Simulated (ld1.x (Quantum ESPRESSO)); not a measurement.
# Transferability test, TM potential for Te (Z = 52)

Te, norm-conserving Troullier–Martins (Kleinman–Bylander form), made with ld1.x (Quantum ESPRESSO) 7.5 (PBE, scalar-relativistic). Core [Kr], reference 4d10 5s2 5p3.5 (charge +0.5). Waves: 5p (bound): rc 2.05 bohr; 4d (bound): rc 1.35 bohr; 5s (bound): rc 1.60 bohr. Local part: the s channel. Core correction: none.

Energies are relative to the spin-unpolarised reference configuration 4d10 5s2 5p3.5; without spin polarisation the order of configurations can differ from experiment.

```tsv
valence configuration	charge	ΔE all-electron (eV)	error AE − PS (meV)
4d10 5s2 5p4	0	-3.897	+1.3
4d10 5s2 5p3	+1	5.831	-1.0
4d10 5s2 5p2	+2	23.756	-0.2
4d10 5s2 5p0	+4	87.137	+40
4d10 5s2 5p1	+3	50.653	+9.3
4d9 5s2 5p4	+1	45.357	-391
```

Task: What are ΔE and the potential's error for 4d10 5s1 5p5?

Result: ΔE = 5.357 eV all-electron; the error (AE − PS) is -3.2 meV.
